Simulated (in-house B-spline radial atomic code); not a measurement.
Rb⁺. Computed with a B-spline radial atomic code. Model: all-electron spherical atom, spin shells full or empty, radial basis limit, no spin-orbit coupling, Breit or QED, empty-state partial waves extrapolated as (l+1/2)^-4, RPA, G0W0 and static COHSEX of the highest shell as one setting changes (uncorrelated shells keep exact exchange).

Given: element Rb; charge 1; filled core Ar; hamiltonian one-electron scalar X2C; mean-field start Hartree-Fock; highest l of empty states 9; nuclear rms radius 4.2036 fm; highest mean-field shell 4p.

Shell: 3d 5 5, 4s 1 1, 4p 3 3 (electrons up and down).

| lowest nl shells left uncorrelated | RPA correlation energy (hartree) | G0W0 level (eV) | G0W0 minus most complete (meV) | COHSEX level (eV) | linearised minus solved G0W0 (meV) |
| --- | --- | --- | --- | --- | --- |
| 0 | -2.4345 | -28.011 | 0 | -29.994 | -0.2 |
| 1 | ? | ? | ? | ? | ? |
| 2 | -2.1026 | -28.009 | 1.9 | -29.994 | -0.2 |
| 3 | ? | ? | ? | ? | ? |
| 4 | -1.4407 | -28.006 | 4.6 | -29.979 | -0.2 |
| 5 | -0.96734 | -28.048 | -37.4 | -30.045 | -0.2 |
| 6 | -0.29914 | -27.811 | 200 | -29.629 | -0.1 |
| 7 | -0.20041 | -28.144 | -133.7 | -29.898 | -0.2 |

Task: What follows for lowest nl shells left uncorrelated = 3?

Result: RPA correlation energy -1.6073 hartree; G0W0 level -28 eV; G0W0 minus most complete 10.3 meV; COHSEX level -29.975 eV; linearised minus solved G0W0 -0.2 meV.

Task: What follows for lowest nl shells left uncorrelated = 1?

Result: RPA correlation energy -2.2794 hartree; G0W0 level -28.01 eV; G0W0 minus most complete 1.1 meV; COHSEX level -29.994 eV; linearised minus solved G0W0 -0.2 meV.
